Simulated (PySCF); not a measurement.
**ECD: `C[C@@H]1C[C@@H](Cl)[CH2][GeH2]1`, C₅H₁₁ClGe**

Geometry:
| atom | x (Å) | y (Å) | z (Å) |
| --- | --- | --- | --- |
| C1 | 2.156 | -0.586 | -0.368 |
| C2 | 0.744 | -0.457 | 0.184 |
| C3 | -0.296 | -1.061 | -0.769 |
| C4 | -1.644 | -0.387 | -0.566 |
| Cl5 | -2.156 | -0.666 | 1.119 |
| C6 | -1.486 | 1.112 | -0.729 |
| Ge7 | 0.103 | 1.426 | 0.416 |
| H8 | 2.880 | -0.192 | 0.342 |
| H9 | 2.256 | -0.031 | -1.300 |
| H10 | 2.399 | -1.630 | -0.564 |
| H11 | 0.694 | -0.982 | 1.140 |
| H12 | -0.380 | -2.141 | -0.629 |
| H13 | 0.008 | -0.879 | -1.804 |
| H14 | -2.417 | -0.817 | -1.208 |
| H15 | -1.288 | 1.348 | -1.776 |
| H16 | -2.389 | 1.639 | -0.432 |
| H17 | 1.036 | 2.466 | -0.151 |
| H18 | -0.229 | 1.846 | 1.818 |

Method: PySCF 2.14.0, TDDFT wB97X-D/def2-SVPD circular dichroism and optical rotation, one conformer, gas phase. Geometry: GFN2-xTB.

The calculation is non-relativistic, which matters for the atoms heavier than Zn.

(1) Assign R or S to each stereocentre.

(2) List the lowest 16 singlet excitations with oscillator and rotatory strengths.

## Answers

(1) C2 R, C4 R.

(2) Rotatory strengths R in 10⁻⁴⁰ esu² cm², velocity form and length form (origin at the centre of mass); f in length form.
| state | E (eV) | λ (nm) | f | R (velocity) | R (length) | main |
| --- | --- | --- | --- | --- | --- | --- |
| 1 | 7.47 | 166 | 0.022 | -3.2 | -3.4 | HOMO→LUMO+1 0.41, HOMO→LUMO 0.38 |
| 2 | 7.55 | 164 | 0.0004 | -3.3 | -2.4 | HOMO−1→LUMO 0.17, HOMO−1→LUMO+2 0.16 |
| 3 | 7.60 | 163 | 0.009 | -0.8 | -0.8 | HOMO−2→LUMO 0.16, HOMO−2→LUMO+1 0.14 |
| 4 | 7.70 | 161 | 0.036 | +5.6 | +5.9 | HOMO→LUMO+1 0.38, HOMO→LUMO 0.38 |
| 5 | 8.07 | 154 | 0.024 | +60.7 | +59.5 | HOMO→LUMO+2 0.54, HOMO→LUMO+5 0.13 |
| 6 | 8.20 | 151 | 0.042 | +77.1 | +76.7 | HOMO−3→LUMO+1 0.25, HOMO−1→LUMO+1 0.25 |
| 7 | 8.28 | 150 | 0.032 | -104.0 | -103.6 | HOMO−3→LUMO+1 0.14, HOMO→LUMO+2 0.14 |
| 8 | 8.38 | 148 | 0.034 | -29.6 | -29.7 | HOMO−1→LUMO 0.28, HOMO−4→LUMO+1 0.11 |
| 9 | 8.43 | 147 | 0.009 | +13.4 | +12.2 | HOMO−4→LUMO+1 0.22, HOMO−2→LUMO 0.20 |
| 10 | 8.45 | 147 | 0.012 | +11.9 | +13.2 | HOMO→LUMO+4 0.19, HOMO→LUMO+5 0.13 |
| 11 | 8.49 | 146 | 0.182 | +57.6 | +57.6 | HOMO→LUMO+3 0.42, HOMO−3→LUMO+1 0.10 |
| 12 | 8.68 | 143 | 0.120 | +33.6 | +33.6 | HOMO−3→LUMO 0.59 |
| 13 | 8.78 | 141 | 0.035 | -12.5 | -13.1 | HOMO−4→LUMO 0.19, HOMO−3→LUMO+2 0.12 |
| 14 | 8.81 | 141 | 0.068 | -3.3 | -3.4 | HOMO−4→LUMO 0.19, HOMO→LUMO+6 0.16 |
| 15 | 8.88 | 140 | 0.014 | +10.7 | +10.3 | HOMO−1→LUMO+2 0.12, HOMO−1→LUMO+5 0.12 |
| 16 | 8.98 | 138 | 0.006 | +3.3 | +3.2 | HOMO→LUMO+6 0.20, HOMO→LUMO+5 0.16 |

Among the states computed, the strongest CD band (largest |R|) is state 7. The largest dissymmetry factor in size, g = 4R/(D+G), with D and G the electric and magnetic dipole strengths, is -0.049 for state 2 (velocity form, f = 0.0008), among bands with |R| over 0.5. The mirror image has the same energies and oscillator strengths and all R with the opposite sign.
